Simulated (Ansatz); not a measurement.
`C[O][Ga]([SH])[SH]` → `[SH][Ga][SH]`• + `C[O]`•  (homolysis of the Ga–O bond)

Calculated with Ansatz (gas phase, PBE0-D4/def2-TZVP geometries, no zero-point term in ΔE). CBS: MP2 limit from def2 TZ/QZ plus the TZ coupled-cluster correction, frozen cores. DFT in def2-TZVPP. B3LYP here is the variant with VWN-RPA as its local correlation; programs differ in this. Open shells (•) are unrestricted, without spin–orbit coupling. For Ga outer-core shells are correlated without core-valence functions, which leaves a few kJ/mol of doubt a bond. Scalar relativity is left out up to krypton. One conformer a species, not always the lowest.

| level | ΔE (kJ/mol) |
| --- | --- |
| PBE-D4 | 364.4 |
| B3LYP-D4 | 361.5 |
| ωB97X-V | 388.8 |
| PBE | 354.4 |
| r2SCAN | 359.4 |
| MP2/def2-TZVPP | 434.2 |
| CCSD/def2-TZVPP | 384.9 |
| CCSD/CBS(def2) | 398.7 |

Q: What does CCSD(T)/CBS give? (Best estimate.)

A: Computed: +409.5 kJ/mol. The listed levels differ from it by -45.1, -48.0, -20.7, -55.1, -50.1, 24.7, -24.6, -10.8 kJ/mol.

Largest T1 diagnostic among the species: 0.019.

The D4 term adds +15.9 kJ/mol with B3LYP and +8.9 kJ/mol with PBE0; it sums over pairs of atoms, weighted by their polarisabilities, and B3LYP, whose exchange is more repulsive, gets the larger term. In def2-TZVPP, CCSD(T) changes the Hartree–Fock value by +139.2 kJ/mol (the triples alone add +10.8 kJ/mol) and MP2 by +177.6 kJ/mol; breaking electron pairs costs correlation energy, which Hartree–Fock lacks. From PBE to PBE0 (25 % exact exchange), in def2-TZVPP and without D4, ΔE moves by +3.2 kJ/mol.
